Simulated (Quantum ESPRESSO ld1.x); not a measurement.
Ag4+, 43 electrons, occupied as [Kr] 4d7 (the NIST ground configuration).

Method: scalar-relativistic Kohn-Sham, LDA (Slater exchange, Perdew-Zunger correlation), spin-polarised, spherical densities, point nucleus; open shells are filled with parallel spins first; computed with ld1.x of Quantum ESPRESSO 7.5.

Energy parts (Ry):
total: -10613.6555
kinetic: 11024.2245
electron-nucleus: -25485.5138
Hartree: 4132.1492
exchange-correlation: -284.5155

Orbitals (lengths in bohr, moments of r in powers of bohr):
1s up: occ. 1; eigenvalue (Ry) -1863.71; <r^4> 4.465e-06; <r^2> 0.001311
1s down: occ. 1; eigenvalue (Ry) -1863.71; <r^4> 4.465e-06; <r^2> 0.001311
2s up: occ. 1; eigenvalue (Ry) -278.161; <r^4> 0.0007941; <r^2> 0.02150
2s down: occ. 1; eigenvalue (Ry) -278.113; <r^4> 0.0007940; <r^2> 0.02150
2p up: occ. 3; eigenvalue (Ry) -250.103; <r^4> 0.0005685; <r^2> 0.01693
2p down: occ. 3; eigenvalue (Ry) -250.066; <r^4> 0.0005684; <r^2> 0.01692
3s up: occ. 1; eigenvalue (Ry) -54.4420; <r^4> 0.03727; <r^2> 0.1559
3s down: occ. 1; eigenvalue (Ry) -54.4090; <r^4> 0.03720; <r^2> 0.1558
3p up: occ. 3; eigenvalue (Ry) -45.2297; <r^4> 0.03982; <r^2> 0.1573
3p down: occ. 3; eigenvalue (Ry) -45.1940; <r^4> 0.03972; <r^2> 0.1572
3d up: occ. 5; eigenvalue (Ry) -30.6650; <r^4> 0.03809; <r^2> 0.1426
3d down: occ. 5; eigenvalue (Ry) -30.6178; <r^4> 0.03795; <r^2> 0.1424
4s up: occ. 1; eigenvalue (Ry) -11.1893; <r^4> 1.249; <r^2> 0.9168
4s down: occ. 1; eigenvalue (Ry) -11.0160; <r^4> 1.249; <r^2> 0.9158
4p up: occ. 3; eigenvalue (Ry) -8.46488; <r^4> 1.819; <r^2> 1.087
4p down: occ. 3; eigenvalue (Ry) -8.28932; <r^4> 1.830; <r^2> 1.088
4d up: occ. 5; eigenvalue (Ry) -4.49171; <r^4> 4.775; <r^2> 1.674
4d down: occ. 2; eigenvalue (Ry) -4.32406; <r^4> 4.992; <r^2> 1.702

The highest occupied level is 4d down at -58.832 eV. Summed over all electrons, <r^2> = 22.96 bohr^2, which gives a Langevin (diamagnetic) susceptibility term of -18.2 x 10^-6 cm^3/mol. For comparison, the ionisation energy in NIST's Atomic Spectra Database is 65 eV (theoretical). In exact Kohn-Sham theory the highest level is minus the ionisation energy, but local and semilocal functionals leave it too shallow, through self-interaction and a potential that decays too fast; potentials with the right tail come closer. Spin moment in Bohr magnetons: 3.
